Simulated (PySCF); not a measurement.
# K₂: one state, many levels of theory

State: ¹Σg⁺ (singlet), closed shell. Set-up: PySCF, no relativity, basis sets K def2-SVP. De refers to K + K in their ground configurations, without counterpoise correction.

| Level | Re (Å) | ωe (cm⁻¹) | De (eV) | CPU s a point (SCF and correlation, without the integrals) |
| --- | --- | --- | --- | --- |
| RHF-MP2 | 4.059 | 92.1 | 0.342 | 0.085 |
| RHF-SCS-MP2 | 4.079 | 91.4 | 0.400 | n/a |
| RHF-CCSD | 4.082 | 90.1 | 0.483 | n/a |
| RHF-CCSD(T) | 4.088 | 88.7 | 0.51 | 0.83 |
| PBE | 4.008 | 88.9 | 0.59 | 0.47 |
| TPSS | 4.103 | 86.1 | 0.65 | 0.64 |
| r²SCAN | 4.093 | 88.9 | 0.410 | 0.7 |
| r²SCANh | 4.079 | 90.4 | 0.411 | 0.68 |
| PBE0 | 4.023 | 91.3 | 0.52 | 1.1 |
| r²SCAN0 | 4.060 | 92.2 | 0.412 | 0.61 |
| HSE06 | 4.027 | 89.8 | 0.53 | 0.78 |

The bond length runs from 4.008 Å (PBE) to 4.103 Å (TPSS). De spans 0.34 eV (RHF-MP2, perturbation theory) to 0.65 eV (TPSS, meta-GGA).

Correlated steps freeze 10 core orbitals. Closed-shell solutions of metal pairs were not tested for spin polarisation, which can lower them a little. Correlated levels converge slowly with the basis: in double zeta they bind strong bonds too weakly, by up to about 1 eV, and carry superposition errors of some tenths. Where the molecule has an RHF reference, its open-shell atoms are computed with UHF.

The whole job (state search and all levels along the bond) took about 1.6 min on 1 thread of Intel Xeon Platinum 8488C (shared host), peak memory 0.55 GiB.
